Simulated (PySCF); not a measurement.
Species: C₃H₆ClNSi.
Numbering: `[CH2:1]=[CH:2][Si@@H:3]([Cl:4])[N:5]=[CH2:6]` (hydrogens: H7, H8 on C1; H9 on C2; H10 on Si3; H11, H12 on C6)

Structure used (PBE0-D3(BJ)/def2-SVP), in Å, numbered top down from 1:
```
atom  x, y, z in Å
C1     0.250   -2.012    1.051
C2    -0.176   -3.265    0.849
Si3   -1.725   -3.642   -0.095
Cl4   -2.921   -4.908    1.060
N5    -2.540   -2.141   -0.435
C6    -3.724   -1.834   -0.127
H7    -0.302   -1.153    0.656
H8     1.165   -1.796    1.615
H9     0.403   -4.100    1.262
H10   -1.483   -4.344   -1.382
H11   -4.131   -0.842   -0.394
H12   -4.417   -2.511    0.415
```

Jobs on this species (12 atoms, 62 electrons) with PySCF (density fitting). Hardware of each: an Arm Neoverse V2 with one thread, on a shared host. The host was shared with other jobs, so the times are rough. Peak memory is the resident size of the whole Python process, interpreter and libraries included.

```tsv
level and settings	work	basis functions	SCF cycles	wall time	peak memory
delta-SCF UKS HF, pcX-2 on the ionised atom, pcseg-1 elsewhere, spin-free X2C	ΔSCF core ionisation, 8 holes	164	?	?	?
delta-SCF UKS PBE0, pcX-2 on the ionised atom, pcseg-1 elsewhere, spin-free X2C	ΔSCF core ionisation, 8 holes	164	?	?	?
delta-SCF UKS SCAN, def2-TZVP on the ionised atom, pcseg-1 elsewhere, spin-free X2C	ΔSCF core ionisation, 8 holes	141	136	47 s	0.56 GiB
delta-SCF UKS SCAN, pcX-1 on the ionised atom, pcseg-1 elsewhere, spin-free X2C	ΔSCF core ionisation, 8 holes	144	137	41 s	0.56 GiB
delta-SCF UKS B3LYP, pcX-2 on the ionised atom, pcseg-1 elsewhere, spin-free X2C	ΔSCF core ionisation, 8 holes	164	122	67 s	0.72 GiB
delta-SCF UKS PBE, pcX-2 on the ionised atom, pcseg-1 elsewhere, spin-free X2C	ΔSCF core ionisation, 8 holes	164	137	31 s	0.56 GiB
PBE0-D3(BJ)/def2-SVP, grid level 1	geometry optimisation from a GFN2-xTB start shaken at random	122	69	55 s	0.51 GiB
delta-SCF UKS SCAN, pcX-2 on the ionised atom, pcseg-1 elsewhere, spin-free X2C	ΔSCF core ionisation, 8 holes	164	136	49 s	0.61 GiB
delta-SCF UKS SCAN, pcX-2 on the ionised atom, pcseg-1 elsewhere, non-relativistic	ΔSCF core ionisation, 8 holes	164	136	49 s	0.56 GiB
```

Q: Fill in the missing figures.

A: 
- delta-SCF UKS HF, pcX-2 on the ionised atom, pcseg-1 elsewhere, spin-free X2C; ΔSCF core ionisation, 8 holes: 43 s, 0.66 GiB, 117 SCF cycles
- delta-SCF UKS PBE0, pcX-2 on the ionised atom, pcseg-1 elsewhere, spin-free X2C; ΔSCF core ionisation, 8 holes: 65 s, 0.68 GiB, 120 SCF cycles

Q: What do all jobs in the table cost together?

A: About 7.5 min; the longest takes about 15 % of that, and about 2.2 times as long as the shortest.
